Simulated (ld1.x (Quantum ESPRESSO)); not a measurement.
# Logarithmic derivatives: silicon, PAW

* Element: silicon (Si)
* Generator: ld1.x (Quantum ESPRESSO) 7.5
* Type: PAW
* Functional: PBE
* Relativity: non-relativistic
* Frozen core: [Ne]
* Valence charge: 4
* Reference configuration: 3s1 3p3
* Partial waves: 3s (bound): rcut 1.30, rcutus 1.50 bohr; 3s channel at 4 Ry: rcut 1.30, rcutus 1.50 bohr; 3p (bound): rcut 1.15, rcutus 1.40 bohr; 3p channel at 0.05 Ry: rcut 1.15, rcutus 1.40 bohr; 3d channel at 0.35 Ry: rc 1.40 bohr
* Local potential: the d channel
* Core correction: Bessel-smoothed model core inside 0.95 bohr
* Augmentation charge: PSQ, inside the norm-conserving radii

The phase is arctan(r·u′/u) with u = r·R(r), unwrapped; energies in Ry, scanned from -3 to 5 Ry. A pole is an energy at which the radial function vanishes at the test radius. The pseudo phase is shifted by a multiple of π to meet the all-electron one at the reference energy, and phase errors are pseudo minus all-electron; the curves can meet again beyond the range given. Levels narrower than the energy grid can be missing from the lists of poles.

```tsv
channel	radius (bohr)	reference energy (Ry)	poles, all-electron	poles, pseudo	unbroken range about the reference energy with phases within 0.05 rad	phase error 1 Ry above the reference energy (rad)
s	1.66	-0.85	5.00	1.67	below 1.6	-0.004
p	1.66	-0.34	none	none	the whole range	+0.000
d	1.66	0.35	none	none	the whole range	+0.001
```

Note: ghost state, extra bound levels that the all-electron valence spectrum of the same l lacks: p at -65.1 eV. A true bound ghost makes a file unfit for plane-wave use.

Phases in the d channel:

```csv
E (Ry),all-electron,pseudo
-3.00,1.244,1.244
-2.52,1.220,1.221
-2.04,1.191,1.192
-1.56,1.155,1.155
-1.08,1.106,1.107
-0.60,1.041,1.041
-0.12,0.947,0.947
0.36,0.802,0.802
0.84,0.564,0.564
1.32,0.166,0.167
1.80,-0.365,-0.362
2.28,-0.812,-0.808
2.76,-1.089,-1.085
3.24,-1.256,-1.252
3.72,-1.365,-1.360
4.20,-1.441,-1.436
4.68,-1.498,-1.493
```
